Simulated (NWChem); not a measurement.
Molecule: C₄H₅NO; SMILES Cc1ocnc1

All runs: NWChem. Structure relaxed at the PBE0/def2-SVP level.

Problem. Order these runs by computing time, cheapest first, and give rough ratios: Hartree-Fock/STO-3G; Hartree-Fock/pcseg-2; Hartree-Fock/def2-SVP.

Solution. Hartree-Fock/STO-3G (1), Hartree-Fock/def2-SVP (4), Hartree-Fock/pcseg-2 (30). Ratios are rough, from one shared machine; the cheapest took around 2.8 core-seconds (rough). What differs between the cheapest and the dearest: highest occupied level (eV) -7.65 → -9.02; orbital gap (eV) 15.04 → 11.64; dipole (D) 2.03 → 2.14.
